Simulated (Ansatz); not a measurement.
Input file for CH$_{6}$BNSSi (`[SiH3]C1NBS1`):

```yaml
crystal:
  periodic: [false, false, false]
  atoms:
    - {symbol: Si, position_ang: [-1.240651, 0.303414, 1.043874]}
    - {symbol: C, position_ang: [0.484566, 0.410831, 0.282749]}
    - {symbol: N, position_ang: [0.938296, -0.799927, -0.373093]}
    - {symbol: B, position_ang: [0.958845, -0.366997, -1.701924]}
    - {symbol: S, position_ang: [0.440920, 1.345008, -1.312142]}
    - {symbol: H, position_ang: [-1.678455, 1.655085, 1.476860]}
    - {symbol: H, position_ang: [-2.167189, -0.258305, 0.031978]}
    - {symbol: H, position_ang: [-1.200506, -0.593331, 2.234519]}
    - {symbol: H, position_ang: [1.227974, 0.848177, 0.956934]}
    - {symbol: H, position_ang: [1.089480, -1.675008, 0.099501]}
    - {symbol: H, position_ang: [1.212022, -0.925945, -2.718856]}
basis:
  gaussian: {orbitals: def2-TZVPP}
correlation: {method: ccsd_t}
```

```sh
$ ansatz run in.yaml --threads 4 --pin off --events-out ev --progress --plain --max-ram 10444MiB
```

Log, shortened:

```
Functional definition: HF
1523 factors; integrals over basis functions are off by at most 8.8e-4 eV
mean field evaluation 1: about -21957.4612 eV, gradient 3.4e1 eV
mean field evaluation 2: about -21957.7856 eV, gradient 3.4e1 eV
mean field evaluation 4: about -21960.9460 eV, gradient 4.8e0 eV
mean field evaluation 8: about -21961.0259 eV, gradient 3.2e-1 eV
mean field -21961.02657982 eV, -807.0528410898 hartree, gradient 8.1e-6 eV, S^2 0.000000; 0 other end points of the search recorded, 0 dependent functions left out
13 core orbitals not correlated: weight in the atoms' cores, before any rotation towards them, 1.000 or more for the frozen orbitals, at most 0.000 for the correlated occupied ones
reference -21961.02657982 eV, -807.0528410898 hartree; 14, 14 occupied and 234, 234 virtual orbitals, 1523 factors
second order -21.04442838 eV of doubles, -0.00000000 eV of singles
cycle   1  -21.67180370 eV  change   -6.3e-1 eV  update   1.1e-1
cycle   2  -22.29252516 eV  change   -6.2e-1 eV  update   3.3e-2
cycle   3  -22.41517881 eV  change   -1.2e-1 eV  update   1.8e-2
cycle   4  -22.39977782 eV  change    1.5e-2 eV  update   5.2e-3
cycle   5  -22.39997830 eV  change   -2.0e-4 eV  update   2.6e-3
cycle   6  -22.40002905 eV  change   -5.1e-5 eV  update   7.1e-4
cycle   7  -22.39970331 eV  change    3.3e-4 eV  update   2.5e-4
cycle   8  -22.39976169 eV  change   -5.8e-5 eV  update   7.7e-5
cycle   9  -22.39978211 eV  change   -2.0e-5 eV  update   2.5e-5
perturbative correction -1.03936868 eV, -0.0381960947 hartree
Total energy: -21984.46573062 eV, -807.9142139940 hartree
```

It took 110 s on 4 threads of an Arm Neoverse V2 on a shared host, with 5.9 GiB of host memory at the peak.

The correlation energy is -23.439 eV, 4.4 % of it from (T); the T1 diagnostic reads 0.0144.
